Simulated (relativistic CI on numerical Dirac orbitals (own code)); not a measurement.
## Ti⁴⁺ in a cubic cluster: L2,3 absorption with charge transfer

Computed with a charge-transfer multiplet model of a cubic metal-ligand cluster with up to 2 ligand holes, Slater and spin-orbit integrals from Dirac-Coulomb-Breit ions, Slater integrals scaled by 0.8. The parameters are those of a tetrahedral site (10Dq negative, t2 hopping the larger). The ground state mixes d0 with configurations of k ligand holes L, whose averages lie at kΔ + k(k − 1)U_dd/2; a core hole lowers each added d electron by U_cd. 300 K, Lorentzian 0.4 eV and Gaussian 0.3 eV FWHM.

Atomic integrals in eV (Slater integrals scaled, ζ unscaled), ground: F2dd 6.578, F4dd 4.090, zeta_d 0.013; with the core hole: F2dd 6.578, F4dd 4.090, zeta_d 0.032, zeta_core 3.741, F2cd 5.066, G1cd 3.785, G3cd 2.149. Where a configuration has fewer than two d electrons, the dd integrals are those of d2.

Cluster parameters (eV): Δ = 1.6, U_cd = 6.7, 10Dq = -0.35, 10Dq(ligand) = 0, V(eg) = 1.55, V(t2g) = -2.63, final-state hopping factor = 1.

| Case | n_d | d0 | d1L | d2L2 | S |
| --- | --- | --- | --- | --- | --- |
| U_dd = 4.1 eV | 0.86 | 0.31 | 0.52 | 0.17 | 0.00 |
| U_dd = 5.5 eV | 0.82 | 0.33 | 0.52 | 0.15 | 0.00 |
| U_dd = 6.9 eV | 0.79 | 0.34 | 0.53 | 0.13 | 0.00 |

Weights, n_d and S are thermal averages at 300 K. Photon energies count from the first peak over 30 % of the highest in each spectrum, which can be another peak from case to case. The parameters are a model scan and need not match a compound or its usual spin state. Peaks in eV (height, largest 100):
- U_dd = 4.1 eV: -2.2 (6), 0.0 (100), 4.1 (26), 5.6 (95)
- U_dd = 5.5 eV: -2.4 (5), 0.0 (100), 4.6 (37), 5.6 (95)
- U_dd = 6.9 eV: 0.0 (100), 5.0 (61), 5.8 (76)

A d0 ion has no d-d gap: its lowest excitations are ligand-to-metal charge transfer. With the core hole the configuration with one ligand hole lies at Δ + U_dd − U_cd = -1.0, 0.4, 1.8 eV from the one without, in the order of the table; where this is negative the screened configuration lies lower, though the effective hopping of about 6.8 eV (from the holes of the mixed ground state) mixes the two strongly wherever it is as large as the gap.

With at most 2 ligand holes the space is cut while the next configuration still counts, so covalency is underestimated, and a final configuration with one more ligand hole, which can lie low, is missing from the spectra.
